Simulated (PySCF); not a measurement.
C₆H₁₂O.
Structure used (GFN2-xTB), in Å, numbered top down from 1:
```xyz
19
C6H12O angstrom
C      2.422    0.459    0.209
C      1.867   -0.797   -0.460
O      0.556   -1.127   -0.066
C     -0.459   -0.291   -0.558
C     -1.865   -0.880   -0.361
C     -2.338    0.467    0.205
C     -0.876    0.928    0.297
H      2.336    0.373    1.289
H      1.879    1.343   -0.115
H      3.471    0.577   -0.053
H      1.912   -0.682   -1.555
H      2.468   -1.664   -0.175
H     -0.251   -0.018   -1.602
H     -1.842   -1.671    0.385
H     -2.366   -1.241   -1.256
H     -2.917    1.044   -0.512
H     -2.882    0.422    1.145
H     -0.476    0.858    1.306
H     -0.651    1.910   -0.116
```

The closed-shell SCF was solved with PySCF and density fitting under several settings on one GFN2-xTB geometry (grid level 2 and gas phase unless stated).

```
      settings  basis functions  SCF cycles     E (Eh)  HOMO (eV)  LUMO (eV)  dipole (D)
 PBE0/pcSseg-1              179          12  -310.6412      -7.09       1.42        1.20
PBE0/def2-SVPD              239          12  -310.4754      -7.15       0.82        1.18
```

Task: Estimate the rows for these settings: (1) PBE/pcSseg-0, fitting basis def2-universal-jkfit; (2) PBE0/pcSseg-0, start guess vsap.

Result: 
| settings | basis functions | SCF cycles | E (Eh) | HOMO (eV) | LUMO (eV) | dipole (D) |
| --- | --- | --- | --- | --- | --- | --- |
| PBE/pcSseg-0, fitting basis def2-universal-jkfit | 87 | 10 | -309.9377 | -5.39 | 1.03 | 1.35 |
| PBE0/pcSseg-0, start guess vsap | 87 | 11 | -309.9578 | -7.00 | 1.95 | 1.48 |

Task: Over all rows, what range does the HOMO–LUMO gap span?

Result: From 6.42 eV (PBE/pcSseg-0, fitting basis def2-universal-jkfit) to 8.95 eV (PBE0/pcSseg-0, start guess vsap). The functional of the narrowest has no exact exchange, that of the widest 25 % exact exchange.

Task: And the dipole moment?

Result: From 1.18 D (PBE0/def2-SVPD) to 1.48 D (PBE0/pcSseg-0, start guess vsap); the largest is 1.25 times the smallest, and the median is 1.27 D.

Task: Compare two rows with the functional PBE0: PBE0/pcSseg-1 and PBE0/pcSseg-0, start guess vsap. Which energy is lower, and by how much?

Result: PBE0/pcSseg-1 (179 functions) lies 0.6834 Eh or 429 kcal/mol below PBE0/pcSseg-0, start guess vsap (87 functions).

Cycle counts include a coarse-grid stage where the run had one.

One conformer stands for the species.
